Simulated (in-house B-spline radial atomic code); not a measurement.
RPA and G0W0 on wB97X: As⁵⁺

Configuration [Ar] 3d10, mean-field start wB97X. Computed with an all-electron radial atomic-structure program (B-spline basis): all electrons, non-relativistic, point nucleus, each spin shell either full or empty, empty states to l = 9 with an (l + 1/2)⁻⁴ tail; G0W0 by contour deformation at full frequency.

Command:
```bash
python run_gw.py task.json out
```
Settings (radii: box in bohr, nucleus in fm):
```
Z                        33
electrons                28
configuration            [Ar] 3d10
hamiltonian              nr
method                   wb97x
lmax                     9
spin_polarised           False
box_radius               10.43
intervals                50
```

Run time, properties included: 2.1 s on 1 thread of Arm Neoverse N1, with other jobs on the host.

Energies (hartree):

```csv
term,value
mean-field total,-2229.75963
Hartree-Fock functional on these orbitals,-2228.24311
direct second order,-2.3521
second-order exchange,0.68302
SOSEX correction,0.63359
```

What is the RPA correlation energy, and what remains with SOSEX?

RPA gives -2.0628 hartree (-2 eV per electron); RPA + SOSEX gives -1.4292, and the second-order doubles -1.6691 hartree (no singles). RPA lacks exchange-type terms and so overcorrelates at short range.

Quasi-particle levels (eV):

```csv
level,occupied,mean field,Σx - vxc,Σc,QP weight,G0W0
3d,yes,-114.02,-10.45,?,?,?
4s,no,-62.35,1.78,-1.25,0.992,-61.82
```

G0W0 = mean field + (Σx - vxc) + Σc, with Σc (partial-wave tail included) taken at the quasi-particle energy. Only the outer levels were computed. Levels of low weight are left out.

Where does G0W0 put 3d?

At -122.49 eV, with Σc = 1.98 eV and a quasi-particle weight of 0.963. The tabulated removal energy is 121.19 ± 0.06 eV (NIST, measured); the calculation leaves out relativity, Breit and QED terms, and what these don't explain is the method's own error.
